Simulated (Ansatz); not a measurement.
Harmonic frequencies (cm⁻¹) at PBE0-D4/def2-TZVP from Ansatz: 77, 142, 225, 609, 722, 725, 886, 951, 952, 964, 1064, 1919, 2230, 2243, 2245.

Which molecule is it?
A. `O[Si]S`
B. `C[Si]Br`
C. `CO[Si]Cl`
D. `[SiH]O[SiH3]`

D.
